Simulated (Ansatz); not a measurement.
`CC([SiH3])Br` + `BS` → `BS[SiH3]` + `CCBr` at 500 K and 1 bar (ligand exchange at the Si–C bond).

Gas-phase electronic energies from Ansatz, PBE0-D4/def2-TZVP geometries. CCSD(T)/CBS is the MP2 limit (def2-TZVPP, def2-QZVPP) plus CCSD(T) − MP2 in def2-TZVPP, frozen cores. This one scheme is used for every species. For Br outer-core shells are correlated without core-valence functions, which leaves a few kJ/mol of doubt a bond. Scalar relativity is left out up to krypton.

```json
{"species": "`CC([SiH3])Br`", "CCSD(T)/CBS energy (Eh)": "-2942.71486", "H − E (kJ/mol)": "255.8", "S (J/(mol·K))": "399.4"}
{"species": "`BS`", "CCSD(T)/CBS energy (Eh)": "-424.38198", "H − E (kJ/mol)": "102.0", "S (J/(mol·K))": "273.9"}
{"species": "`BS[SiH3]`", "CCSD(T)/CBS energy (Eh)": "-714.68055", "H − E (kJ/mol)": "162.1", "S (J/(mol·K))": "357.9"}
{"species": "`CCBr`", "CCSD(T)/CBS energy (Eh)": "-2652.43806", "H − E (kJ/mol)": "202.3", "S (J/(mol·K))": "324.8"}
```

H − E and S are ideal-gas, rigid-rotor, harmonic terms from PBE0-D4/def2-TZVP, for one conformer and one mirror image of each species. 1 Eh = 2625.50 kJ/mol, R = 8.31446 J/(mol·K).

Problem. By hand: ΔE, ΔH, ΔS and ΔG.

Solution. ΔE = (-714.68055) + (-2652.43806) − (-2942.71486) − (-424.38198) = -0.02177 Eh = -57.2 kJ/mol. Δ(H − E) = 162.1 + 202.3 − 255.8 − 102.0 = 6.6, so ΔH = -50.6 kJ/mol. ΔS = 357.9 + 324.8 − 399.4 − 273.9 = 9.4 J/(mol·K). ΔG = -50.6 − 500 × (9.4)/1000 = -55.3 kJ/mol.

Problem. By hand: the equilibrium constant, and the temperature at which ΔG would vanish if ΔH and ΔS stayed fixed.

Solution. log₁₀ K = −ΔG/(RT ln 10) = 5.8. ΔH and −TΔS have one sign here, so there is no such temperature.

The number of gas molecules stays the same, so ΔS is small and ΔH decides. A doubt of 5 kJ/mol in ΔE shifts log₁₀ K by 0.5 here. Other conformers and mirror images would add mixing entropy, several J/(mol·K) or more a flexible species. These are equilibria of isolated gas molecules and say nothing of rates. Largest T1 diagnostic: 0.015 (customary marks: 0.02 for closed shells, 0.045 for open ones).

ΔS is within the doubt of such terms, so its sign, and with it that verdict, could turn.
